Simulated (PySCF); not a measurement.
# Basis and Hamiltonian dependence of the excitation energy of Sr

Sr [Kr] 5s2 (1S) → Sr [Kr] 5p2 (3P). All values are computed (PySCF 2.14, energy differences of UHF-based or UKS calculations, no spin-orbit coupling). Values in eV.

```csv
basis,Hamiltonian,functions,UHF,LDA,PBE0,MP2 (valence),CCSD(T) (valence),CCSD(T) (valence and next inner shell)
def2-TZVPPD with the def2 core potential (28 electrons),ECP,40,3.899,4.525,4.216,4.263,4.160,4.506
aug-cc-pVDZ-X2C,spin-free X2C,45,3.894,4.471,4.211,4.236,4.152,n/a
ANO-RCC-VTZP,spin-free X2C,47,3.883,4.458,4.176,4.271,4.373,4.644
def2-QZVPPD with the def2 core potential (28 electrons),ECP,63,3.879,4.493,4.189,4.267,4.139,4.504
x2c-TZVPall,spin-free X2C,63,3.892,4.474,4.199,4.251,n/a,n/a
aug-cc-pVTZ-X2C,spin-free X2C,68,3.879,4.465,4.173,4.258,4.135,n/a
x2c-TZVPPall,spin-free X2C,79,3.892,4.473,4.197,4.273,4.145,4.493
aug-cc-pwCVTZ-X2C,spin-free X2C,93,3.877,4.468,4.173,4.267,4.135,4.503
"x2c-TZVPPall with one added diffuse shell each of s, p, d, f type",spin-free X2C,95,3.891,4.473,4.195,4.272,4.143,4.494
"aug-cc-pwCVTZ-X2C with one added diffuse shell each of s, p, d, f type",spin-free X2C,109,3.877,4.467,4.173,4.267,4.135,4.503
x2c-QZVPPall,spin-free X2C,111,3.878,4.467,4.168,4.273,4.143,n/a
dyall-av2z,non-relativistic,125,3.684,4.231,3.959,4.058,3.935,n/a
```

Problem. Estimate the row for aug-cc-pVQZ-X2C (spin-free X2C, 102 functions).

Solution. From the rows with the same Hamiltonian and similar size; the calculation gives UHF 3.88; LDA 4.49; PBE0 4.18; MP2 (valence) 4.27; CCSD(T) (valence) 4.13 (eV).

Frozen in the all-electron rows: valence: [Kr]; valence and next inner shell: [Ar] 3d10; with a core potential, the same shells as far as they lie outside it.

Non-relativistic rows lack the scalar-relativistic shift.

Reference for a calculation without spin-orbit coupling: 4.405 eV (measured, between term centres; NIST).
